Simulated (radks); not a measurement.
Problem. Radial electron density D(r) = 4 pi r^2 rho(r) of an atom or ion with 39 electrons. Method: Dirac Kohn-Sham, PBE, spin-unpolarised, spherical densities, finite nucleus; Fermi nuclear charge, rms radius of each element as measured or else 0.836 A^(1/3) + 0.57 fm; computed with a radial shooting solver on a logarithmic mesh with Libxc functionals.

| r (bohr) | D(r) (e/bohr) |
|---|---|
| 0.002562 | 6.797 |
| 0.003309 | 10.22 |
| 0.004274 | 15.04 |
| 0.005521 | 21.56 |
| 0.007132 | 29.85 |
| 0.00914 | 39.23 |
| 0.01181 | 49.22 |
| 0.01525 | 57.60 |
| 0.0197 | 62.05 |
| 0.02545 | 61.18 |
| 0.03287 | 56.59 |
| 0.04246 | 53.64 |
| 0.05485 | 58.31 |
| 0.07085 | 70.02 |
| 0.09153 | 78.03 |
| 0.1182 | 71.44 |
| 0.1527 | 56.58 |
| 0.1973 | 52.95 |
| 0.2548 | 61.64 |
| 0.3292 | 58.44 |
| 0.4252 | 36.34 |
| 0.5449 | 19.42 |
| 0.7039 | 17.20 |
| 0.9093 | 15.59 |
| 1.175 | 8.107 |
| 1.517 | 2.181 |
| 1.96 | 0.2883 |
| 2.532 | 0.01638 |
| 3.27 | 0.0003195 |

What is the nuclear charge?

Solution. Z = 48. The innermost maximum, from 1s, lies near gamma/Z bohr with gamma = sqrt(1 - (Z/c)^2) = 0.937, here 0.0195 bohr (found: 0.0215), and its height grows with Z. The density is that of the cadmium ion Cd9+ in [Kr] 4d(3/2: 3, 5/2: 0); the configuration itself is not fixed sharply by these data, and Z only to a few units. D(r) has 4 maxima, at r = 0.0215, 0.0938, 0.281, 0.763 bohr, and minima at 0.0421, 0.182, 0.645 bohr, inside which lie 2.03, 11.11, 29.28 electrons.
